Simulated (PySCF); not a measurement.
Solvent effects on NMR parameters

Cartesian coordinates in Å; atom numbers follow the order of the lines, from 1:
```xyz
8

B     1.5299    0.2199   -0.4056
S     0.2408   -0.9585   -0.6913
C    -1.1487   -0.2321    0.2574
F    -1.4682    0.9764   -0.1819
F    -2.2035   -1.0226    0.1155
F    -0.8655   -0.1353    1.5488
H     2.5777   -0.0374   -0.9370
H     1.3440    1.1922    0.2744
```

GIAO PBE0/pcSseg-1 in PySCF on one PBE0-D3(BJ)/def2-SVP conformer, non-relativistic, equivalent nuclei averaged. Solvents enter as an IEF-PCM continuum (cyclohexane with ε = 2.0, chloroform with ε = 4.7) around the gas-phase geometry. Shifts are referred to BF3·OEt2, CS2, TMS, CFCl3 computed in the same medium.

Gas phase, δ in ppm: B1 68.1, S2 258.7, C3 136.3, F4/F5/F6 -50.0, H7/H8 7.36. Dipole moment 0.92 D.

Q: How does each δ change in the continuum?

A: 
```csv
atoms,environment,"Δδ, cyclohexane","Δδ, chloroform"
B1,"boron bonded to S, 2 H",+0.3,+0.6
S2,"sulfur bonded to C, B",-2.2,-3.8
C3,CF3 carbon,+0.5,+0.9
F4/F5/F6,fluorine of an SCF3 group,+0.3,+0.6
H7/H8,hydrogen on a boron bonded to S,+0.01,+0.01
```

Changes are relative to the gas phase. The dipole moment becomes 1.01 D in cyclohexane, 1.08 D in chloroform.

Q: Which nuclei move most (in ppm), and what does the model miss?

A: S2 (sulfur bonded to C, B, -3.8 ppm) in chloroform. A continuum only polarises the solute; specific hydrogen bonds, the anisotropy of aromatic solvents and changes of geometry or conformer are outside it.
